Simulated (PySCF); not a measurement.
An unknown is described by computed data only.

Formula: C5H6O4.

* NMR, other nuclei: isotropic shieldings of nuclei other than C and H, by class: -366 (1 O), -105 (1 O), 81 (1 O), 254 (1 O) ppm [GIAO PBE0/pcSseg-1]
* Polarisability: 69.8 au [PBE0/def2-SVPD]
* Rotational structure: rotational constants A, B, C: 2.966, 1.162, 0.933 GHz [GFN2-xTB]
* Dipole: 2.01 D [PBE0/def2-SVPD]
* UV, first state: lowest singlet excitation: 4.35 eV (285 nm, f = 0.000) [TDDFT PBE0/def2-SVPD]
* 1H NMR: chemical shifts (computed TMS as zero) by class: 10.04 (1 H), 8.16 (1 H), 7.52 (1 H), 5.47 (1 H), 4.62 (1 H), 3.78 (1 H) ppm [GIAO PBE0/pcSseg-1]
* Triplet: lowest triplet excitation (Tamm–Dancoff): 3.69 eV [TDA PBE0/def2-SVPD]
* 13C NMR: chemical shifts (computed TMS as zero) by class: 200.8 (1 C), 164.0 (1 C), 98.0 (1 C), 68.6 (1 C), 53.3 (1 C) ppm [GIAO PBE0/pcSseg-1]

The electronic properties come from PySCF, for the isolated species, density fitting. Levels stand in brackets. Geometry: GFN2-xTB, one conformer, isolated molecule. NMR values are class means; diastereotopic atoms form classes of their own.

Q: Propose a structure and show how it fits.

A: Numbering: `[O:1]=[CH:2][O:3][C@@H:4]1[O:5][CH2:6][C@@H:7]1[CH:8]=[O:9]`. Its formula, C5H6O4, gives 3 degrees of unsaturation: 1 ring and 2 π bonds in the structure found. 5 carbons fall into 5 classes; from least to most shielded: aldehyde carbon [C8] (200.8 ppm), ester carbonyl carbon [C2] (164.0 ppm), sp3 carbon bearing two oxygens [C4] (98.0 ppm), ring sp3 carbon bound to oxygen [C6] (68.6 ppm), sp3 carbon next to a carbonyl [C7] (53.3 ppm). Hydrogen classes from least to most shielded: 1 H on an aldehyde carbon, C8 (10.04 ppm), 1 H on an ester carbonyl carbon, C2 (8.16 ppm), 1 H on an sp3 carbon bearing two oxygens, C4 (7.52 ppm), 1 H on an sp3 carbon bound to oxygen, C6 (5.47 ppm), 1 H on an sp3 carbon bound to oxygen, C6 (4.62 ppm), 1 H on an sp3 carbon next to a carbonyl, C7 (3.78 ppm). The other shieldings belong to: -366 ppm, aldehyde oxygen [O9]; -105 ppm, ester carbonyl oxygen [O1]; 81 ppm, ester single-bonded oxygen [O3]; 254 ppm, cyclic ether oxygen [O5]. S1 is mainly HOMO→LUMO (weight 0.97); the largest Löwdin shares of the orbital it empties are 0.56 on the aldehyde oxygen, 0.16 on the aldehyde carbon, 0.11 on the sp3 carbon next to a carbonyl and 0.09 on a formyl hydrogen, of the orbital it fills 0.40 on the aldehyde carbon, 0.35 on the aldehyde oxygen, 0.07 on the sp3 carbon next to a carbonyl and 0.06 on a formyl hydrogen. The optimised geometry has point group C1 and is an asymmetric top. Structure: `O1[C@H]([C@@H](C=O)C1)OC=O`. Computed isomers that give other values at the same levels: `C=C(C(=O)O)C(=O)OC` (13C chemical shifts (computed TMS as zero) by class: 172.5 (1 C), 170.1 (1 C), 148.2 (1 C), 142.4 (1 C), 54.0 (1 C) ppm); `C[C@@H]1COC(=O)C(=O)O1` (13C chemical shifts (computed TMS as zero) by class: 158.7 (1 C), 158.2 (1 C), 75.7 (1 C), 73.8 (1 C), 18.1 (1 C) ppm); `O=CO[C@H]1OCCC1=O` (13C chemical shifts (computed TMS as zero) by class: 213.9 (1 C), 163.5 (1 C), 91.7 (1 C), 68.9 (1 C), 37.5 (1 C) ppm). The assignments are read from this structure; whether some other isomer fits the data as well wasn't checked. The mirror image fits equally.

Conformer computed: `[O:1]=[CH:2][O:3][C@@H:4]1[O:5][CH2:6][C@@H:7]1[CH:8]=[O:9]`: O1–C2–O3–C4 -5°, C2–O3–C4–O5 -112°, C6–C7–C8–O9 17°.
